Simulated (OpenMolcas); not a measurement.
Lines of Xe3+: computed and rescaled rates

- Program: OpenMolcas
- Method: RASSCF
- Basis: ANO-RCC-VTZP [7s6p4d2f1g]
- Scalar Hamiltonian: X2C, point nucleus
- Active space: 5 electrons in 9 orbitals (RAS2 5s 5p; RAS3 5d, at most 2 electrons)
- State averaging: 2S+1 = 4 odd, 1 root; 2S+1 = 2 odd, 8 roots kept (CI in the orbitals of an earlier block); 2S+1 = 4 even, 3 roots; 2S+1 = 2 even, 8 roots kept (CI in the orbitals of an earlier block)
- Spin-orbit coupling: RASSI with atomic mean-field integrals over the reference wave functions, term energies averaged over their components

Rates come from the transition moments of the reference wave functions (E1 and E2 in the length form). At fixed line strength A goes as λ^-3 for E1 and M1 and as λ^-5 for E2, so a rate at the computed wavelength can be rescaled to the measured one. Measured vacuum wavelengths follow from level energies in Saloman, J. Phys. Chem. Ref. Data 33, 765 (2004). Branching counts decays inside the model space alone, at computed energies, and the table is only a selection of the E2 and M1 lines, drawn from those between levels with measured partners whose computed energy lies within a factor of 1.5 of the measured one.

```tsv
Upper	Lower	Type	λ computed (nm)	λ measured (nm)	A computed (s-1)	A rescaled (s-1)	Branching %
5s² 5p³ ²D°_5/2	5s² 5p³ ²D°_3/2	M1	2575	2356	5.02e-01	6.55e-01	26.4
5s² 5p³ ²P°_3/2	5s² 5p³ ²P°_1/2	M1	1715	1314	1.37e+00	3.05e+00	1.2
5s² 5p³ ²P°_1/2	5s² 5p³ ²D°_3/2	M1	678.2	677.1	9.56e+00		19.3
5s² 5p³ ²P°_1/2	5s² 5p³ ²D°_3/2	E2	678.2	677.1	8.58e-01	8.65e-01	1.7
5s² 5p³ ²D°_3/2	5s² 5p³ ⁴S°_3/2	M1	601.6	753.7	1.63e+01		99.6
5s² 5p³ ²P°_3/2	5s² 5p³ ²D°_5/2	M1	599.1	551.3	1.50e+01		12.9
5s² 5p³ ²P°_3/2	5s² 5p³ ²D°_5/2	E2	599.1	551.3	1.77e+00	2.68e+00	1.5
5s² 5p³ ²D°_5/2	5s² 5p³ ⁴S°_3/2	M1	487.7	571.1	1.10e+00		58.0
5s² 5p³ ²D°_5/2	5s² 5p³ ⁴S°_3/2	E2	487.7	571.1	2.96e-01		15.6
5s² 5p³ ²P°_3/2	5s² 5p³ ²D°_3/2	M1	486	446.8	5.00e+01		43.0
5s² 5p³ ²P°_3/2	5s² 5p³ ²D°_3/2	E2	486	446.8	9.70e-01	1.48e+00	0.8
5s² 5p³ ²P°_1/2	5s² 5p³ ⁴S°_3/2	M1	318.8	356.7	3.84e+01		77.4
5s² 5p³ ²P°_1/2	5s² 5p³ ⁴S°_3/2	E2	318.8	356.7	6.08e-01		1.2
5s² 5p³ ²P°_3/2	5s² 5p³ ⁴S°_3/2	M1	268.8	280.5	4.73e+01		40.6
```

Spin-changing lines and M1 lines between different terms are not rescaled, since their strength hangs on the term gaps too.

The largest correction is for 5s² 5p³ ²P°_3/2 → 5s² 5p³ ²P°_1/2 (M1): 1.37e+00 × (1715 / 1314)^3 = 3.05e+00 s-1, a factor of 2.22.

No measured rate stands beside these. Rescaling mends the energy factor alone: line strengths can still be far off where a level mixes with configurations outside the active space, and weak or spin-changing lines hang on small mixing coefficients that depend on the term gaps too, so rescaling need not improve them.

Terms from blocks run as CI alone lack orbitals of their own. The run also gave levels led by 5s² 5p² 5d, which use shells meant for correlation; these and all levels above them are left out. Measured partners are found by configuration, term and J. A level has none where our copy of the source lacks it or the pairing is in doubt (some pairs that miss far off the trend of their configuration count as doubtful). Levels of configurations outside the active space are missing.

° marks odd parity.
